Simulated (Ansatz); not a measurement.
C3H3BrO can be A, `O=C=CCBr`, or B, `BrC1=COC1`.

Gas-phase electronic energies from Ansatz, PBE0-D4/def2-TZVP geometries. CCSD(T)/CBS adds triple-zeta CCSD(T) − MP2 to the extrapolated MP2 energy (def2 sets, frozen cores). Functionals use def2-TZVPP. B3LYP here is the variant with VWN-RPA as its local correlation; programs differ in this. For Br outer-core shells are correlated without core-valence functions, which leaves a few kJ/mol of doubt a bond. Scalar relativity is left out up to krypton. Each species was taken in one conformer, which may not be the lowest.

Which isomer does CCSD(T)/CBS put lower? Give the gap. (Best estimate.)

Computed: A, by 120.1 kJ/mol.

Give E(B) − E(A) in kJ/mol with BLYP-D4, MP2/def2-TZVPP, LDA (SPW92), PBE0-D4, HF/def2-TZVPP, r2SCAN-D4, B3LYP-D4. (Best estimate.)

The calculation gave: BLYP-D4 148.9, MP2/def2-TZVPP 123.9, LDA (SPW92) 104.1, PBE0-D4 121.7, HF/def2-TZVPP 152.2, r2SCAN-D4 136.0, B3LYP-D4 142.0. None reverses the order clearly.

Does the order hold for the free energy at 298.15 K (harmonic terms from PBE0-D4)? (Best estimate.)

The calculation gave: Yes: G(B) − G(A) = +127.6 kJ/mol, for one conformer each.

Largest T1 diagnostic: 0.012.

Leaving LDA and LC-ωPBE aside and taking each functional with its dispersion term where it has one, the values, not all of them listed here, spread over 30.0 kJ/mol, from PBE-QIDH to BLYP-D4. LDA lies −24.0 kJ/mol from PBE without D4. At CCSD(T), def2-SVP lies +8.7 kJ/mol from the extrapolated value and def2-TZVPP +1.6 kJ/mol.
